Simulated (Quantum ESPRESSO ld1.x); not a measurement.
Values are calculated unless marked as measured or tabulated.
Tb IX, configuration [Kr] 4d10 4f7 5s2 5p2 (the NIST ground configuration). Level of theory: scalar-relativistic Kohn-Sham, LDA (Slater exchange, Perdew-Wang correlation), spin-polarised, spherical densities, point nucleus; open shells are filled with parallel spins first (ld1.x of Quantum ESPRESSO 7.5).

Unscreened Slater integrals over Kohn-Sham orbitals (cm^-1). They are taken over the spin-up orbitals.

integral    value
F0(4f,4f)  273580
F2(4f,4f)  133210
F4(4f,4f)   84209
F6(4f,4f)   60760
F0(4f,5p)  177700
F2(4f,5p)   63228
G2(4f,5p)   29063
G4(4f,5p)   23811
F0(4f,5s)  191910
G3(4f,5s)   33437
F0(4f,4d)  293950
F2(4f,4d)  143470
F4(4f,4d)   92152
G1(4f,4d)  168600
G3(4f,4d)  106720
G5(4f,4d)   75688
F0(5p,5p)  148870
F2(5p,5p)   81354
F0(5p,5s)  155760
G1(5p,5s)  106170
F0(5p,4d)  183200
F2(5p,4d)   56484
G1(5p,4d)   16369
G3(5p,4d)   16214
F0(5s,5s)  164160
F0(5s,4d)  198760
G2(5s,4d)   22433
F0(4d,4d)  320680
F2(4d,4d)  163110
F4(4d,4d)  109230

Derived for the open shells (J is the average intra-shell exchange parameter used in DFT+U). 4f: F4/F2 = 0.632, F6/F2 = 0.456, J = (286 F2 + 195 F4 + 250 F6)/6435 = 10830 cm^-1. 5p: J = F2/5 = 16270 cm^-1.
